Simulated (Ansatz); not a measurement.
`[SiH3][SiH2]SS` + H₂ → `[SiH3]SS` + SiH₄ at 700 K and 1 bar (hydrogenolysis of the Si–Si bond).

Isolated molecules relaxed with PBE0-D4/def2-TZVP in Ansatz; ΔE leaves out vibrations. CBS: MP2 limit from def2 TZ/QZ plus the TZ coupled-cluster correction, frozen cores. This one scheme is used for every species. Each species was taken in one conformer, which may not be the lowest.

```csv
species,CCSD(T)/CBS energy (Eh),H − E (kJ/mol),S (J/(mol·K))
`[SiH3][SiH2]SS`,-1377.32858,225.3,508.3
H₂,-1.17544,46.8,155.3
`[SiH3]SS`,-1087.04745,153.7,400.6
SiH₄,-291.46306,115.5,252.9
```

H − E and S are ideal-gas, rigid-rotor, harmonic terms from PBE0-D4/def2-TZVP, for one conformer and one mirror image of each species. For small species the MP2-based limit differs from directly extrapolated CCSD(T) by up to some mEh (0.8 for H₂); such offsets cancel only in part. 1 Eh = 2625.50 kJ/mol, R = 8.31446 J/(mol·K).

**Question.** By hand: ΔE, ΔH, ΔS and ΔG.

**Answer.** ΔE = (-1087.04745) + (-291.46306) − (-1377.32858) − (-1.17544) = -0.00649 Eh = -17.0 kJ/mol. Δ(H − E) = 153.7 + 115.5 − 225.3 − 46.8 = -2.9, so ΔH = -19.9 kJ/mol. ΔS = 400.6 + 252.9 − 508.3 − 155.3 = -10.1 J/(mol·K). ΔG = -19.9 − 700 × (-10.1)/1000 = -12.8 kJ/mol.

**Question.** By hand: the equilibrium constant, and the temperature at which ΔG would vanish if ΔH and ΔS stayed fixed.

**Answer.** log₁₀ K = −ΔG/(RT ln 10) = 1.0. ΔG = 0 at ΔH/ΔS = 1970 K, though so small a ΔS makes that figure unsure.

TΔS isn't small against ΔH here. A doubt of 5 kJ/mol in ΔE shifts log₁₀ K by 0.4 here. Other conformers and mirror images would add mixing entropy, several J/(mol·K) or more a flexible species. Modes under 60 cm⁻¹, often nearly free rotors, make the harmonic entropy too high. These are equilibria of isolated gas molecules and say nothing of rates. Largest T1 diagnostic: 0.013 (customary marks: 0.02 for closed shells, 0.045 for open ones).
